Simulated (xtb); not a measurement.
ClH3MoO3Si, SMILES [O]=[Mo](=[O])([Cl])[O][SiH3], multiplicity 1. All values are semi-empirical tight-binding results from xtb (GFN2-xTB unless named), good for trends rather than for accurate numbers. Geometry optimised at GFN2-xTB. The spin state was assumed, not searched. One conformer was computed; it need not be the lowest.

Optimised geometry:

Bonds (Å): Mo1–O2 1.637, Mo1–O3 1.637, Mo1–Cl4 2.153, Mo1–O5 1.760, O5–Si6 1.640, Si6–H7 1.470, Si6–H8 1.470, Si6–H9 1.470. Angles (°): O2–Mo1–O3 114.6, O2–Mo1–Cl4 106.2, O2–Mo1–O5 110.4, O3–Mo1–Cl4 106.2, O3–Mo1–O5 110.4, Cl4–Mo1–O5 108.7, Mo1–O5–Si6 164.2, O5–Si6–H7 106.2, O5–Si6–H8 105.6, O5–Si6–H9 104.0, H7–Si6–H8 113.9, H7–Si6–H9 112.4, H8–Si6–H9 113.6.
Charge 0, spin multiplicity 1.

For metal compounds this method's bond lengths and energies can be far off.

Question: Estimate the properties. (An estimate is asked for; the answer gives what the named calculation found.)

Answer: 
```
Quantity                                       Value
-------------------------------------  -------------
orbital gap                                  3.91 eV
zero-point energy                      21.2 kcal/mol
G − E(el) at 298.15 K (modified RRHO)  -1.5 kcal/mol
```

Question: Give the atomic charges and the Wiberg bond orders between heavy atoms. (An estimate is asked for; the answer gives what the named calculation found.)

Answer: charges (e) Mo1 1.12, O2 -0.50, O3 -0.50, Cl4 -0.09, O5 -0.48, Si6 0.54, H7 -0.03, H8 -0.03, H9 -0.04. Bond orders Mo1–O2 2.07, Mo1–O3 2.07, Mo1–Cl4 1.32, Mo1–O5 1.24, O5–Si6 0.90.
